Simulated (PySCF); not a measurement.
## Assigning NMR signals

Atoms are numbered as in `[CH2:1]=[CH:2][CH2:3][C:4](=[O:5])[O:6][SiH2:7][PH2:8]`. Hydrogens are named by the atom that carries them. Ha(C1) is cis to C3; Hb(C1) is trans to C3.

[PySCF 2.14.0 with density-fitted response routines: geometry: GFN2-xTB; GIAO PBE0/pcSseg-1 shieldings; rapidly exchanging positions averaged; single conformer; no relativistic terms; gas phase]

Chemical shifts δ = σref − σ; 13C (σref 186.93), 1H (σref 31.72) vs TMS, all at this level.

Problem. Assign these signals to the numbered atoms. 13C{1H} NMR (computed): δ 177.7 (C), 140.4 (CH), 125.1 (CH2), 48.9 (CH2).

Solution. 
177.7 → C4, carbonyl carbon
140.4 → C2, alkene CH: the olefinic region
125.1 → C1, terminal =CH2 carbon: the olefinic region
48.9 → C3, sp3 CH2 α to a carbonyl: α to the electron-withdrawing carbonyl group

Problem. Assign these signals to the numbered atoms. 1H NMR (400 MHz, computed): δ 6.32 (m, 1H), 5.53 (m, 1H), 5.49 (m, 2H), 5.47 (m, 1H), 3.07 (d, 2H), 1.56 (m, 2H).

Solution. 
6.32 → H(C2), hydrogen on an alkene CH: a vinylic proton, deshielded by the sp2 carbon and the C=C anisotropy
5.53 → Ha(C1), hydrogen on a terminal =CH2 carbon: olefinic region
5.49 → H(Si7), hydrogen on a silicon bonded to O, P
5.47 → Hb(C1), hydrogen on a terminal =CH2 carbon: attached to an sp2 carbon and in the plane of the double bond
3.07 → H(C3), hydrogen on an sp3 CH2 α to a carbonyl: α to C=O
1.56 → H(P8), hydrogen on a phosphorus bonded to Si

Ha(C1) and H(Si7); H(Si7) and Hb(C1) lie closer than the usual error of such a calculation, so a measured spectrum could show them in the other order.

Splittings by 31P in the carbon and heteronuclear signals aren't shown, as no couplings were computed. Shifts are as computed. Against solution values, carbons near 30 ppm lie about +3 ppm off and those near 130 ppm about +5 ppm. Of 1309 compounds with measured shifts, 239 miss one by over three times the rms of a fit or turn the order of signals round; such compounds aren't used in these exercises. Multiplicities follow the n + 1 count of equivalent neighbours, as no J values were calculated; m marks all less simple cases, F and P coupling included.
